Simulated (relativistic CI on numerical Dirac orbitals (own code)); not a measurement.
# Pd+: M2,3 absorption edge

Computed with this model: Dirac-Coulomb-Breit CI, separate exchange-only KLI orbitals for each configuration, model QED (radiative potential, 1s self-energy scaled to tabulated hydrogen-like ionisation energies), valence Slater integrals scaled by 0.8, multiplet model of core-to-valence dipole absorption; configurations [Kr] 4d9 → [Ne] 3s2 3p5 3d10 4s2 4p6 4d10; 10 K; Lorentzian 2 eV and Gaussian 0.4 eV FWHM. Energies are those of the free ion, without screening or charge transfer. The branching ratio is the share of the lower-energy edge in the whole absorption, uncertain by about 0.02 where the edges overlap. S is read from ⟨S²⟩ = S(S + 1).

Field parameters in Wybourne normalisation: Oh B⁴₀ = 21Dq, B⁴₄ = √(5/14) B⁴₀. The field is a parameter set, without covalency.

Case Oh, 10Dq = 20750 cm⁻¹, the dichroism is that of the ground state at zero temperature, magnetised by exchange field 10 meV on Sz. The dichroism I(Δm = −1) − I(Δm = +1), over the sum of the three polarisations, integrates to -0.4097 on the lower edge and 0.2312 on the upper edge. The branching ratio is 0.769.

(1) Use the orbital sum rule with 1 holes to get ⟨Lz⟩.

## Answers

(1) For a p → d edge ⟨Lz⟩ = 2 × n_h × (sum of both integrals) in this sign convention = -0.36; the ground state itself has ⟨Lz⟩ = -0.24 and ⟨Sz⟩ = -0.50. The rule assumes one radial integral for both edges, which relativistic orbitals only approach.
